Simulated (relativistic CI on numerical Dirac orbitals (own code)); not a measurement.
# Level scheme of Hg LII

Method of calculation: Dirac-Coulomb-Breit CI, orbitals from a KLI potential per configuration, a model potential for QED, unscaled Slater integrals (own radial code, finite nucleus).

Configurations in the expansion (outside the closed core [Ar]): 3d10.4s, 3d10.4p, 3d10.4d, 3d10.4f, 3d10.5s, 3d10.5p, 3d10.5d, 3d10.5f, 3d10.5g, 3d9.4p2, 3d10.6s, 3d10.6p, 3d9.4s2, 3d8.4s.4p2, 3d9.4p.4d, 3d10.6d. Levels of other configurations are missing.

The lowest level is 3d10.4s 2S_1/2, with 100 % of that term; Hund's rules for 3d10.4s give 2S with J = 1/2, in agreement.

```csv
No.,Configuration,Term,J,E (eV),%,Landé g,Lifetime (s)
1,3d10.4s,2S,1/2,0.00,100,1.993,
2,3d10.4p,2P°,1/2,112.83,100,0.657,1.64e-11
3,3d10.4p,2P°,3/2,265.87,100,1.328,1.19e-12
4,3d10.4d,2D,3/2,436.53,100,0.793,6.82e-13
5,3d10.4d,2D,5/2,468.94,100,1.194,2.24e-12
6,3d10.4f,2F°,5/2,650.39,100,0.851,2.55e-12
7,3d10.4f,2F°,7/2,659.15,100,1.138,3.52e-12
8,3d10.5s,2S,1/2,1216.36,100,1.997,6.59e-14
9,3d10.5p,2P°,1/2,1271.36,100,0.661,7.48e-14
10,3d10.5p,2P°,3/2,1343.68,100,1.330,1.31e-13
11,3d10.5d,2D,3/2,1425.52,100,0.796,1.09e-13
12,3d10.5d,2D,5/2,1441.29,100,1.197,9.14e-14
13,3d10.5f,2F°,5/2,1522.10,100,0.853,5.25e-14
14,3d10.5f,2F°,7/2,1527.11,100,1.140,5.20e-14
15,3d10.5g,2G,7/2,1569.58,100,0.886,2.84e-14
16,3d10.5g,2G,9/2,1571.68,100,1.108,2.86e-14
17,3d10.6s,2S,1/2,1825.50,100,1.999,7.38e-14
18,3d10.6p,2P°,1/2,1856.14,100,0.662,8.05e-14
19,3d10.6p,2P°,3/2,1896.10,100,1.331,1.32e-13
20,3d9.4s2,2D,5/2,1903.63,99,1.187,9.32e-11
21,3d10.6d,2D,3/2,1941.56,100,0.797,1.10e-13
22,3d10.6d,2D,5/2,1950.46,100,1.198,9.42e-14
23,3d9.4s2,2D,3/2,2000.21,99,0.785,3.16e-11
24,3d9.4p2(1S),2D,5/2,2129.83,35,1.190,
25,3d9.4p2(1S),2D,3/2,2227.79,39,0.785,
26,3d9.4p2(3P),4D,7/2,2274.82,47,1.305,
27,3d9.4p2(3P),2D,3/2,2278.12,34,1.145,
28,3d9.4p2(3P),2F,5/2,2278.99,46,1.154,
29,3d9.4p2(1D),2G,9/2,2280.59,65,1.179,
30,3d9.4p2(1D),2P,3/2,2283.08,52,1.115,
31,3d9.4p2(1D),2D,5/2,2283.63,61,1.250,
32,3d9.4p2(1D),2P,1/2,2283.70,49,1.263,
33,3d9.4p2(1D),2F,7/2,2285.32,70,1.158,
34,3d9.4p2(3P),4D,1/2,2369.44,81,0.177,
35,3d9.4p2(3P),4F,3/2,2374.08,44,0.856,
36,3d9.4p2(3P),4F,5/2,2374.74,55,1.048,
37,3d9.4p2(1D),2G,7/2,2377.67,59,1.004,
38,3d9.4p2(1D),2P,1/2,2379.70,44,1.627,
39,3d9.4p2(1D),2F,5/2,2381.96,52,1.054,
40,3d9.4p2(1D),2D,3/2,2382.70,43,1.189,
41,3d9.4p.4d,4P°,1/2,2431.40,62,1.891,
42,3d9.4p2(3P),4F,9/2,2433.83,65,1.246,
43,3d9.4p2(1D),2F,7/2,2434.05,55,1.234,
44,3d9.4p.4d,4D°,3/2,2434.57,36,1.180,
45,3d9.4p2(3P),2P,1/2,2435.38,70,0.976,
```

Energies count from the lowest computed level; ° marks odd parity; lifetimes are radiative, by E1, M1, E2, M2 decay to levels of this space only; some are left blank where a channel outside the calculation adds to the decay or the decay crosses a small, uncertain gap. Percentages are summed over parent terms; the parents shown are those of the largest component, closed shells are left out there.

The mean weight of the leading LS term, summed over parents, in these 45 levels is 77 %, and that of the leading jj configuration (from the same eigenvectors) 100 %, so jj coupling describes them better and the LS labels are nominal.

At this charge energies of transitions that change n are usually good to better than 1 %, and those within a shell (Δn = 0) to a few per cent.

LS names give the leading component of a level, which can be under half, so a name can repeat, a term be missing and a line seem to break the LS rules.
